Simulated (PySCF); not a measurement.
An unknown gives this computed stick spectrum. Method used: TDDFT PBE0/def2-SVPD, vertical, gas phase, core orbitals frozen in the response in PySCF 2.14.0, density-fitted response routines. Geometries: GFN2-xTB, one conformer each.

| state | λ (nm) | f |
| --- | --- | --- |
| S1 | 397.8 | 0.0025 |
| S2 | 340.9 | 0.0000 |
| S3 | 332.3 | 0.0000 |
| S4 | 290.5 | 0.0052 |
| S5 | 238.6 | 0.0003 |
| S6 | 238.0 | 0.281 |
| S7 | 229.4 | 0.0080 |
| S8 | 196.3 | 0.0000 |

Orbital energies (eV): HOMO-3 -9.35, HOMO-2 -8.40, HOMO-1 -7.91, HOMO -7.28, LUMO -2.60, LUMO+1 -1.88, LUMO+2 0.15.

Problem. Which structure fits?
A. `N#CCC1(S)CC1`
B. `n1nncc(c1)C#C`
C. `C=C/C(C)=N\NC`
D. `[H]/N=C\C=N/C(C)C`

Solution. B. Its S1, at 3.12 eV, is the lowest among the candidates; the nearest of the others has S1 at 3.43 eV. S1 is HOMO→LUMO (99%). Löwdin shares by element: HOMO nitrogen 88%, carbon 5% or more; LUMO nitrogen 31% or more, carbon 31% or more (atoms not listed hold the other 39%). At the same level the other candidates give, for their lowest levels:
- `C=C/C(C)=N\NC`: 279 nm (f 0.387); 248 nm (f 0.005); 230 nm (f 0.004); 205 nm (f 0.005); 202 nm (f 0.023); T1 2.66 eV; HOMO -5.82, LUMO -0.91 eV
- `[H]/N=C\C=N/C(C)C`: 362 nm (f 0.002); 255 nm (f 0.002); 205 nm (f 0.353); 186 nm (f 0.006); 184 nm (f 0.023); T1 2.73 eV; HOMO -7.09, LUMO -1.92 eV
- `N#CCC1(S)CC1`: 218 nm (f 0.003); 194 nm (f 0.043); 186 nm (f 0.004); 178 nm (f 0.011); 172 nm (f 0.012); T1 5.15 eV; HOMO -7.25, LUMO 0.10 eV
Triplets come from the Tamm–Dancoff approximation.
